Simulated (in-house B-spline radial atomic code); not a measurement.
What moves the levels of Ni+ ([Ar] 3d9)? Method: Dirac-Hartree-Fock, average of the jj configuration, Fermi nucleus of rms radius 3.7757 fm. Calculated with a B-spline radial code for spherical atoms.

Baseline run (computed): total energy -1519.0645 hartree, 1s1/2 at -309.0363 hartree, 3d5/2 at -20.541 eV with <r> = 1.044 bohr.

Changing the nucleus:

```tsv
nucleus	ΔE (eV)
Fermi nucleus of rms radius 3.8118 fm, A = 60	0.00302
Fermi nucleus of rms radius 3.8225 fm, A = 61	0.00392
Fermi nucleus of rms radius 3.8399 fm, A = 62	0.00539
Fermi nucleus of rms radius 3.8572 fm, A = 64	0.00686
```

A larger nucleus binds the electrons less, roughly as the density at the nucleus times the change of the nuclear <r²>. The reference is A = 58.
